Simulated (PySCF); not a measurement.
Job file and geometry (Å, from GFN2-xTB) of an NMR shielding run on SMILES COC[SiH]1SCCS1, C$_{4}$H$_{10}$OS$_{2}$Si, PySCF 2.14.0, density-fitted response routines, GIAO PBE0/pcSseg-1 NMR shielding, non-relativistic, gas phase; density fitting, a coarse starting grid and PySCF grid level 2 are the driver's defaults:

```
$ OMP_NUM_THREADS=1 python probes_run.py task.json out

{"job": {"kind": "nmr", "xc": "PBE0", "basis": "pcSseg-1"}, "charge": 0, "multiplicity": 1}
C      3.699441    -0.069988    -0.187494
O      2.401286    -0.547489     0.061538
C      1.393265     0.318653    -0.411691
Si    -0.208706    -0.563756     0.092801
S     -1.739567    -0.587727    -1.424968
C     -3.014610     0.289601    -0.448336
C     -2.902382    -0.022376     1.024702
S     -1.259892     0.457457     1.659987
H      4.387762    -0.822722     0.191035
H      3.866072     0.074467    -1.262240
H      3.875194     0.881906     0.328768
H      1.497282     1.313820     0.040987
H      1.475920     0.439137    -1.499897
H      0.065826    -1.939678     0.482173
H     -2.891825     1.357140    -0.630556
H     -3.977363    -0.035841    -0.840587
H     -3.633673     0.549326     1.595047
H     -3.042788    -1.085609     1.217076
```

Question: Write the output of this run.

Answer: 
```
coarse grid: 16504 points
cycle   1  E = -1318.7113022131  dE =  9.133e-01  |g| = 5.483e-01  |ddm| = 3.886e+00
cycle   2  E = -1318.6650070951  dE =  4.630e-02  |g| = 7.632e-01  |ddm| = 1.208e+00
cycle   3  E = -1318.7743715484  dE = -1.094e-01  |g| = 8.569e-02  |ddm| = 7.075e-01
cycle   4  E = -1318.7756486524  dE = -1.277e-03  |g| = 3.037e-02  |ddm| = 1.028e-01
cycle   5  E = -1318.7758448162  dE = -1.962e-04  |g| = 6.353e-03  |ddm| = 3.925e-02
cycle   6  E = -1318.7758542358  dE = -9.420e-06  |g| = 2.119e-03  |ddm| = 1.050e-02
final grid: 145184 points
cycle   7  E = -1318.8385727173  dE = -2.624e-05  |g| = 1.339e-02  |ddm| = 3.011e-02
cycle   8  E = -1318.8385368572  dE =  3.586e-05  |g| = 1.884e-02  |ddm| = 2.262e-02
cycle   9  E = -1318.8386092227  dE = -7.237e-05  |g| = 1.473e-03  |ddm| = 1.407e-02
cycle  10  E = -1318.8386097327  dE = -5.100e-07  |g| = 1.782e-04  |ddm| = 1.633e-03
cycle  11  E = -1318.8386097398  dE = -7.085e-09  |g| = 6.017e-05  |ddm| = 2.481e-04
cycle  12  E = -1318.8386097406  dE = -7.899e-10  |g| = 2.342e-05  |ddm| = 7.588e-05
converged SCF energy = -1318.8386097406

GIAO shielding tensors (ppm)
atom      isotropic    diamagn.    paramagn.     s11        s22        s33       span
  0 C      121.630     241.781    -120.151     90.223     90.773    183.896     93.673
  1 O      328.495     398.277     -69.783    310.184    323.623    351.678     41.494
  2 C      118.260     254.199    -135.940     83.536     98.273    172.971     89.435
  3 Si     317.835     878.182    -560.347    277.589    329.750    346.168     68.578
  4 S      626.375    1058.366    -431.992    462.070    604.531    812.524    350.454
  5 C      145.754     251.217    -105.463    114.192    155.554    167.516     53.324
  6 C      144.677     253.012    -108.335    109.168    154.719    170.143     60.975
  7 S      619.887    1058.832    -438.945    496.682    538.365    824.613    327.931
  8 H       27.793      27.074       0.718     23.699     24.975     34.703     11.004
  9 H       28.526      27.493       1.033     24.752     26.199     34.627      9.874
 10 H       28.461      27.806       0.655     24.578     26.258     34.547      9.970
 11 H       28.309      33.251      -4.943     24.901     28.989     31.036      6.135
 12 H       28.144      32.729      -4.585     24.115     28.770     31.548      7.433
 13 H       26.080      28.835      -2.755     22.166     24.034     32.040      9.874
 14 H       29.022      30.693      -1.671     23.366     26.733     36.966     13.600
 15 H       28.718      28.715       0.004     21.928     26.814     37.413     15.485
 16 H       28.645      29.177      -0.532     21.567     26.703     37.664     16.098
 17 H       29.073      30.109      -1.036     23.195     26.874     37.151     13.956
```

Question: Turn these shieldings into chemical shifts. References, each an isolated molecule treated in the same way: 13C (σref 186.93), 29Si (σref 349.16), 1H (σref 31.72) against TMS; 17O (σref 336.08) vs H2O; 33S (σref 503.73) against CS2.

Answer: Averaging equivalent atoms: C 2: 68.7; C 0: 65.3; C 5/6: 41.7; O 1: 7.6; Si 3: 31.3; S 4/7: -119; H 13: 5.64; H 11/12: 3.49; H 8/9/10: 3.46; H 14/16: 2.88; H 15/17: 2.82 ppm. Experimental scales use liquid or dissolved standards, which lie at an offset from isolated H2O (liquid H2O: subtract about 36 ppm).

Size and cost of the density-fitted run: 207 basis functions, 66 s wall time on 1 thread of an Arm Neoverse N1, shared host; peak memory 0.93 GiB.
